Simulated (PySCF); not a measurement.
Which orbitals make which state

C₆H₁₀N₂.
SMILES: `[H]/N=C/[C@@H]1CC[C@H]1N=C`

Theory: TDDFT PBE0/def2-SVPD, vertical, gas phase, core orbitals frozen in the response (PySCF 2.14.0, density-fitted response routines). Geometry: GFN2-xTB, one conformer, isolated molecule. Torsions of this conformer, `[H]/[N:8]=[CH:7]/[C@H:6]1[C@H:3]([N:2]=[CH2:1])[CH2:4][CH2:5]1`: C1–N2–C3–C4 -129°, C5–C6–C7–N8 -4°.

Orbital energies (eV): HOMO-3 -8.83, HOMO-2 -8.23, HOMO-1 -7.39, HOMO -7.34, LUMO -0.58, LUMO+1 0.05, LUMO+2 0.89.

Computed singlets:

| state | E (eV) | f |
| --- | --- | --- |
| S1 | 4.86 | 0.0010 |
| S2 | 5.19 | 0.0060 |
| S3 | 6.21 | 0.031 |
| S4 | 6.31 | 0.0005 |
| S5 | 6.70 | 0.152 |
| S6 | 6.96 | 0.016 |
| S7 | 7.04 | 0.041 |
| S8 | 7.20 | 0.014 |

Q: Assign a leading configuration to S5 and S6 and set E beside the orbital difference Δε.

A: 

```tsv
state	leading configuration	weight	Δε (eV)	E (eV)	E − Δε (eV)	f	other configurations
S5	HOMO-2→LUMO	0.82	7.64	6.70	-0.95	0.152	–
S6	HOMO-3→LUMO	0.70	8.24	6.96	-1.28	0.016	H-2→L+1 (8%)
```

E − Δε runs from -1.28 to -0.95 eV. Among themselves, these states come in the order of their orbital differences.

H and L stand for HOMO and LUMO. The other states: S1 4.86 eV, f 0.0010, H→L (47%), H-1→L (42%); S2 5.19 eV, f 0.0060, H-1→L (26%), H→L+1 (26%), H→L (23%); S3 6.21 eV, f 0.031, H→L+1 (33%), H-1→L (28%), H→L (22%); S4 6.31 eV, f 0.0005, H-1→L+1 (54%), H→L+1 (32%); S7 7.04 eV, f 0.041, H→L+2 (37%), H-1→L+2 (26%), H→L+3 (10%); S8 7.20 eV, f 0.014, H-1→L+2 (34%), H→L+2 (32%), H→L+3 (10%).

Triplets (Tamm–Dancoff): T1 4.04 eV, H→L (42%), H-1→L (41%); T2 4.37 eV, H→L+1 (27%), H-1→L+1 (25%), H-1→L (21%); T3 4.79 eV, H-2→L (46%).

Summed over the main configurations (up to three a state, each over 8%) of all 8 singlets, the electron leaves HOMO with weight 2.71, HOMO-1 with weight 2.11, HOMO-2 with weight 0.91 and HOMO-3 with weight 0.70.

Time: 76 s. Hardware: one thread of an Arm Neoverse N1 (shared host).
